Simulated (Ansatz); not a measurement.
`[Cl][GeH2][S][GeH3]`, charge 0, multiplicity 1.

**Question.** Give a relaxed structure at PBE0-D4/def2-TZVP (Ansatz). (Estimate.)

**Answer.** The calculation gave: 
```xyz
9

Cl    0.139   -1.583    2.012
Ge    1.345   -0.100    1.004
S     0.998   -0.192   -1.166
Ge   -1.203    0.197   -1.163
H     0.902    1.247    1.589
H     2.815   -0.442    1.261
H    -1.519    1.228   -0.069
H    -1.961   -1.110   -0.911
H    -1.516    0.755   -2.556
```
This is one stationary point; other conformers may exist.
